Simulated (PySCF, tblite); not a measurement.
Isomers of C7H15P, one GFN2-xTB conformer each. Single-point energies are computed at PBE0/pcSseg-1 (PySCF, gas phase, no added dispersion term), electronic only.

```csv
SMILES,GFN2-xTB relative energy (kcal/mol)
C=CP(CC)CCC,14.3
CCCP1[C@@H](C)[C@@H]1C,2.6
CC(C)(C)CP1CC1,0.0
```

Conformers: `[CH2:1]=[CH:2][P:3]([CH2:4][CH3:5])[CH2:6][CH2:7][CH3:8]` with C1–C2–P3–C4 129°, C2–P3–C4–C5 177°, C2–P3–C6–C7 72°, P3–C6–C7–C8 180°; `[CH3:1][CH2:2][CH2:3][P:4]1[C@@H:5]([CH3:6])[C@@H:7]1[CH3:8]` with C1–C2–C3–P4 62°, C2–C3–P4–C5 138°; `[CH3:1][C:2]([CH3:3])([CH3:4])[CH2:5][P:6]1[CH2:7][CH2:8]1` with C2–C5–P6–C7 -158°.

Problem. What does PBE0/pcSseg-1 give for the same structures?

Solution. 
```csv
SMILES,PBE0/pcSseg-1 E (Eh),PBE0/pcSseg-1 (kcal/mol),GFN2-xTB (kcal/mol),point group
CCCP1[C@@H](C)[C@@H]1C,-616.59165,0.0,2.6,C1
CC(C)(C)CP1CC1,-616.59129,0.2,0.0,C1
C=CP(CC)CCC,-616.58309,5.4,14.3,C1
```

GFN2-xTB puts CC(C)(C)CP1CC1 lowest instead; measured from each level's own lowest isomer, the values differ by up to 8.9 kcal/mol (C=CP(CC)CCC: 14.3 against 5.4). As drawn, the lowest has a three-membered ring, which the highest lacks; the highest has a C=C bond outside aromatic rings, which the lowest lacks. Neighbours under 2.5 kcal/mol apart (CCCP1[C@@H](C)[C@@H]1C and CC(C)(C)CP1CC1) can change places with a better method, another conformer or zero-point energy.

Problem. Which frontier levels, dipoles and rotational constants go with these structures?

Solution. 
```json
{"SMILES": "CCCP1[C@@H](C)[C@@H]1C", "HOMO (eV, PBE0/pcSseg-1)": "-6.66", "LUMO (eV)": "0.67", "dipole (D)": "1.46", "A, B, C (MHz)": "2891, 1007, 857.6"}
{"SMILES": "CC(C)(C)CP1CC1", "HOMO (eV, PBE0/pcSseg-1)": "-6.95", "LUMO (eV)": "0.73", "dipole (D)": "1.20", "A, B, C (MHz)": "3222, 984.4, 963.0"}
{"SMILES": "C=CP(CC)CCC", "HOMO (eV, PBE0/pcSseg-1)": "-6.64", "LUMO (eV)": "-0.11", "dipole (D)": "1.12", "A, B, C (MHz)": "1761, 1144, 756.8"}
```

Problem. What happens when harmonic zero-point energies from GFN2-xTB frequencies are added?

Solution. 
```csv
SMILES,ZPE (kcal/mol),electronic (kcal/mol),with ZPE (kcal/mol)
CCCP1[C@@H](C)[C@@H]1C,127.1,0.0,0.0
CC(C)(C)CP1CC1,126.9,0.2,0.0
C=CP(CC)CCC,125.5,5.4,3.8
```

The zero-point energies span 1.6 kcal/mol. The order is unchanged.

Problem. As an exercise, what shares would exp(−E/RT) give at 2000 K from these electronic energies alone (no entropy, no degeneracies)?

Solution. RT = 3.974 kcal/mol: CCCP1[C@@H](C)[C@@H]1C 45.4 %, CC(C)(C)CP1CC1 42.9 %, C=CP(CC)CCC 11.8 %.
